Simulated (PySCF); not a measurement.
C₂H₈GeOSi, SMILES [GeH2]1[Si@@H](C)O[CH2]1. Atoms are numbered in the order given.

```xyz
13

C      2.6008    -0.5665    -0.4313
Si     1.1440     0.1784     0.4703
O      0.5092     1.5345    -0.3316
C     -0.8894     1.3024    -0.5859
Ge    -1.0801    -0.5811     0.1114
H      2.9664    -1.4625     0.0966
H      2.3354    -0.8508    -1.4610
H      3.4306     0.1586    -0.4769
H      1.5554     0.5016     1.8738
H     -1.1016     1.4103    -1.6637
H     -1.5085     2.0344    -0.0378
H     -1.3776    -1.6277    -0.9779
H     -2.0942    -0.7588     1.2543
```

Geometry: r2SCAN-D4/def2-SVP. The structure was generated by enumeration; whether it is a known compound was not checked.

All values below come from PBE/def2-TZVP (PySCF).

ESP charges are fitted to the potential on shells at 1.4 to 2.0 van der Waals radii. Atomic charges (e):

| atom | ESP fit | Mulliken |
|---|---|---|
| C1 | -0.78 | -0.45 |
| Si2 | 0.70 | 0.27 |
| O3 | -0.43 | -0.32 |
| C4 | 0.04 | -0.14 |
| Ge5 | -0.14 | 0.05 |
| H6 | 0.18 | 0.13 |
| H7 | 0.21 | 0.14 |
| H8 | 0.22 | 0.14 |
| H9 | -0.15 | -0.04 |
| H10 | 0.07 | 0.11 |
| H11 | 0.07 | 0.11 |
| H12 | 0.00 | -0.01 |
| H13 | 0.00 | 0.00 |
